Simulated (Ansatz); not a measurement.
(H2Ga-mu-F)2 (Ga2H4F2), 8 atoms. Hardware: 4 threads of Arm Neoverse V2 on a shared host.

Correlated methods freeze 20 core orbitals; core or outer-core shells of Ga are correlated, in sets that lack core-valence functions.

How many basis functions does each of these Ansatz runs have, and roughly what does it cost? PBE0-D4/def2-SVP, charge 1 doublet, relaxation, 13 steps; PBE0-D4/def2-TZVP, charge 1 doublet at the geometry of the charge 0 singlet, energy, from earlier orbitals; PBE-D4/def2-SVP, charge 0 singlet, energy, from earlier orbitals; CAM-B3LYP-D4/def2-TZVP, charge 0 singlet, energy, from earlier orbitals; PBE0-D4/def2-TZVP, charge 1 doublet, energy, from earlier orbitals; CCSD(T)/def2-TZVP, charge 0 singlet, energy, from earlier orbitals; r2SCAN-D4/def2-TZVP, charge 0 singlet, energy, from earlier orbitals; PBE0-D4/def2-TZVP, charge 0 singlet, energy, from earlier orbitals; revPBE-D4/def2-TZVP, charge 0 singlet, energy, from earlier orbitals; PBE-D4/def2-TZVP, charge 1 doublet, energy, from earlier orbitals; LC-ωPBE/def2-TZVP, charge 0 singlet, energy, from earlier orbitals; PBE-D4/def2-TZVP, charge 0 singlet, energy and forces, from earlier orbitals.

Other jobs shared the machine, so times can vary by a factor of up to 3. A dash marks memory too small to be measured apart from the calling script's.

| run | functions | fitting or Cholesky vectors | wall time | peak host memory (GiB) |
| --- | --- | --- | --- | --- |
| PBE-D4/def2-SVP, charge 0 singlet, energy, from earlier orbitals | 112 | 1238 | 1 s | – |
| revPBE-D4/def2-TZVP, charge 0 singlet, energy, from earlier orbitals | 182 | 1224 | 1.6 s | – |
| PBE-D4/def2-TZVP, charge 0 singlet, energy and forces, from earlier orbitals | 182 | 1224 | 1.8 s | – |
| LC-ωPBE/def2-TZVP, charge 0 singlet, energy, from earlier orbitals | 182 | 1224 | 2 s | – |
| PBE0-D4/def2-TZVP, charge 0 singlet, energy, from earlier orbitals | 182 | 1314 | 2.4 s | 0.55 |
| CAM-B3LYP-D4/def2-TZVP, charge 0 singlet, energy, from earlier orbitals | 182 | 1294 | 2.6 s | 0.61 |
| PBE-D4/def2-TZVP, charge 1 doublet, energy, from earlier orbitals | 182 | 1224 | 3.1 s | – |
| r2SCAN-D4/def2-TZVP, charge 0 singlet, energy, from earlier orbitals | 182 | 1224 | 3.2 s | – |
| PBE0-D4/def2-TZVP, charge 1 doublet, energy, from earlier orbitals | 182 | 1314 | 4.9 s | 0.7 |
| PBE0-D4/def2-TZVP, charge 1 doublet at the geometry of the charge 0 singlet, energy, from earlier orbitals | 182 | 1314 | 5.5 s | 0.76 |
| PBE0-D4/def2-SVP, charge 1 doublet, relaxation, 13 steps | 112 | 1172 | 30 s | – |
| CCSD(T)/def2-TZVP, charge 0 singlet, energy, from earlier orbitals | 182 | 1258 | 69 s | 2 |
